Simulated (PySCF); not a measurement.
BrHSSn, neutral, multiplicity 1. Atoms are numbered in the order given.

```xyz
4

Sn     0.7219     0.5739     0.0000
Br    -0.3656    -1.7272     0.0000
S     -1.4070     1.7970     0.0000
H     -0.7877     3.0020     0.0000
```
Charge 0, spin multiplicity 1.

Geometry: r2SCAN-D4/def2-SVP. The def2 effective core potentials stand for the cores of Sn; spin–orbit coupling is left out. Other conformers were not sampled.

Computed with B3LYP/def2-TZVPD in PySCF.

Symmetry labels are those of the subgroup Cs that the program uses (full group Cs).

Computed valence orbital energies around the gap with their symmetry:
```tsv
orbital	symmetry	energy (eV)
HOMO−7	A'	-19.65
HOMO−6	A'	-13.01
HOMO−5	A'	-10.97
HOMO−4	A'	-9.00
HOMO−3	A"	-8.29
HOMO−2	A'	-8.14
HOMO−1	A"	-7.48
HOMO	A'	-7.20
LUMO	A"	-3.15
LUMO+1	A'	-1.39
LUMO+2	A'	-0.90
LUMO+3	A'	-0.40
```
